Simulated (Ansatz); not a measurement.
Abridged output of a molecular run in Ansatz:

```
Functional definition: HF
1424 factors; integrals over basis functions are off by at most 1.4e-3 eV
mean field evaluation 1: about -11786.6225 eV, gradient 3.6e1 eV
mean field evaluation 2: about -11786.9256 eV, gradient 3.6e1 eV
mean field evaluation 4: about -11790.4852 eV, gradient 5.3e0 eV
mean field evaluation 8: about -11790.5707 eV, gradient 4.5e-1 eV
mean field -11790.57177351 eV, -433.2955207398 hartree, gradient 2.7e-6 eV, S^2 0.000000; 0 other end points of the search recorded, 0 dependent functions left out; unrestricted orbitals would lower it
9 core orbitals not correlated: weight in the atoms' cores, before any rotation towards them, 1.000 or more for the frozen orbitals, at most 0.000 for the correlated occupied ones
reference -11790.57177351 eV, -433.2955207398 hartree; 13, 13 occupied and 214, 214 virtual orbitals, 1424 factors
second order -21.57753598 eV of doubles, -0.00000000 eV of singles
cycle   1  -21.70712997 eV  change   -1.3e-1 eV  update   1.1e-1
cycle   2  -22.29331913 eV  change   -5.9e-1 eV  update   3.8e-2
cycle   3  -22.45285140 eV  change   -1.6e-1 eV  update   2.1e-2
cycle   4  -22.44331598 eV  change    9.5e-3 eV  update   5.5e-3
cycle   5  -22.44125879 eV  change    2.1e-3 eV  update   2.8e-3
cycle   6  -22.44254063 eV  change   -1.3e-3 eV  update   9.5e-4
cycle   7  -22.44217462 eV  change    3.7e-4 eV  update   5.4e-4
cycle   8  -22.44200717 eV  change    1.7e-4 eV  update   2.4e-4
cycle   9  -22.44209467 eV  change   -8.8e-5 eV  update   1.2e-4
cycle  10  -22.44210272 eV  change   -8.0e-6 eV  update   3.5e-5
cycle  11  -22.44209452 eV  change    8.2e-6 eV  update   1.4e-5
perturbative correction -1.02964542 eV, -0.0378387714 hartree
Total energy: -11814.04351345 eV, -434.1580912731 hartree
```

Its atoms:

Cartesian coordinates in Å:
```
C -0.101 0.621 1.916
C -0.027 0.147 0.675
O -0.106 0.982 -0.429
C 0.005 0.181 -1.635
Al 0.169 -1.407 -0.474
H -0.036 -0.063 2.752
H -0.226 1.679 2.127
H 0.866 0.522 -2.218
H -0.893 0.320 -2.245
H 0.350 -2.982 -0.469
```

Q: Which basis set was used?
A. def2-QZVPP
B. cc-pV(D+d)Z
C. def2-SVP
D. def2-TZVPP

A: D. It gives 236 functions.

Q: Write the keys of the input that set method, charge and spin (a neutral closed shell needs none for the last two).

A: 
```yaml
correlation: {method: ccsd_t}
```
